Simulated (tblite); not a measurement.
Compound: C₅H₅F₆P.
Numbering: `[CH3:1]/[C:2](=[P:3]\[CH2:4][C:5]([F:6])([F:7])[F:8])[C:9]([F:10])([F:11])[F:12]` (hydrogens: H13, H14, H15 on C1; H16, H17 on C4)

Computed with GFN2-xTB (tblite), gas phase: L-BFGS steps from a force-field or distance-geometry start until the largest atomic force falls under 0.01 eV/Å.

Geometry at step 7:
```
atom  x, y, z in Å
C1      1.3109   -1.3676    0.0846
C2      1.1755    0.1234    0.0156
P3     -0.2313    1.0468   -0.0748
C4     -1.5886   -0.2712   -0.0020
C5     -2.8546    0.5654   -0.0423
F6     -2.9028    1.4137    0.9976
F7     -3.9950   -0.1400   -0.0199
F8     -2.8996    1.3173   -1.1544
C9      2.4615    0.8996   -0.0284
F10     3.2395    0.5899   -1.0852
F11     2.2335    2.2228   -0.1043
F12     3.2386    0.7101    1.0559
H13     0.5053   -1.7908    0.6849
H14     2.2629   -1.6778    0.5197
H15     1.2566   -1.8030   -0.9186
H16    -1.6126   -0.9564   -0.8541
H17    -1.6068   -0.8703    0.9157
```

Problem. What forces act on the atoms?

Solution. 
```csv
atom,Fx (eV/Å),Fy (eV/Å),Fz (eV/Å)
C1,-0.003,-0.055,0.015
C2,0.126,-0.180,-0.029
P3,0.207,-0.047,0.049
C4,-0.299,0.005,0.013
C5,0.005,-0.011,-0.021
F6,-0.048,-0.047,-0.051
F7,0.168,-0.042,0.046
F8,-0.005,-0.016,0.046
C9,-0.129,-0.012,-0.015
F10,-0.154,-0.052,0.072
F11,-0.008,-0.047,0.008
F12,-0.146,-0.054,-0.062
H13,0.067,-0.022,-0.068
H14,-0.052,0.198,-0.029
H15,-0.018,0.065,0.088
H16,0.162,0.128,-0.039
H17,0.127,0.190,-0.023
```

The largest, 0.30 eV/Å, acts on C4; the rms over all components is 0.096 eV/Å. The forces sum to zero within rounding, as they must for an isolated molecule in no field.

Problem. Give the force on C4 in Eh/bohr and in nN.

Solution. 0.299 eV/Å ÷ 51.422 = 0.00582 Eh/bohr, and 0.299 eV/Å × 1.602 = 0.48 nN.

Problem. How far is this geometry from the end of the optimisation?

Solution. 0.056 eV above it, and 0.137 Å rms away after alignment. The bonds farthest from their final lengths, with half the difference of the two atoms' forces along the bond (positive lengthens):

| bond | now (Å) | final (Å) | force along bond (eV/Å) |
| --- | --- | --- | --- |
| P3–C4 | 1.893 | 1.882 | +0.16 |
| C2–C9 | 1.503 | 1.492 | -0.07 |
| C4–C5 | 1.518 | 1.509 | -0.13 |
| C1–C2 | 1.499 | 1.495 | -0.07 |
| C4–H17 | 1.096 | 1.092 | -0.07 |
| C1–H14 | 1.092 | 1.088 | -0.07 |

The angle farthest from its final value is P3–C4–C5, 102.3° against 107.8°.

Of the 2 listed bonds off by 0.010 Å or more, this force points towards the final length in 1.
